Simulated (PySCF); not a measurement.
**How methods differ on the ionisation energy of Tm⁵⁵⁺**

Tm⁵⁵⁺ [Ne] 3s2 3p2 [3p1/2^2, M_J = 0] → Tm⁵⁶⁺ [Ne] 3s2 3p1 [3p1/2^1, M_J = 1/2], as a difference of total energies. Calculation: PySCF 2.14, in an uncontracted even-tempered set (18 s from 16 bohr⁻², ratio 2.4; 14 p from 21 bohr⁻², ratio 2.4; 4 d from 70 bohr⁻², ratio 2.6; 4 f from 100 bohr⁻², ratio 2.6); the two-component X2C-1e Hamiltonian. Correlated levels: 1s2 frozen; the 54 highest virtual spinors dropped. "Screened" scales the spin-orbit matrix elements by Boettger's factors to mimic the two-electron term; Breit and QED terms are absent.

| method | ionisation energy (eV) |
| --- | --- |
| GHF (spin-free) | 5362.8 |
| GMP2 (spin-free) | 5363.6 |
| GHF (screened spin-orbit) | 5532.8 |
| GMP2 (screened spin-orbit) | 5534.6 |

Breit and QED terms and the two-electron picture change are absent.

The spin-free rows relax to the high-spin LS determinant and lack the spin-orbit shift.

The labels give the starting determinants; with spin-orbit coupling the two ends relaxed to ⟨J²⟩ = 0.00, ⟨L²⟩ = 1.35, ⟨S²⟩ = 1.35 and ⟨J²⟩ = 0.75, ⟨L²⟩ = 2.02, ⟨S²⟩ = 0.77.

For comparison: 5527 ± 5 eV (theoretical estimate listed by NIST; NIST Atomic Spectra Database, ionization energies).
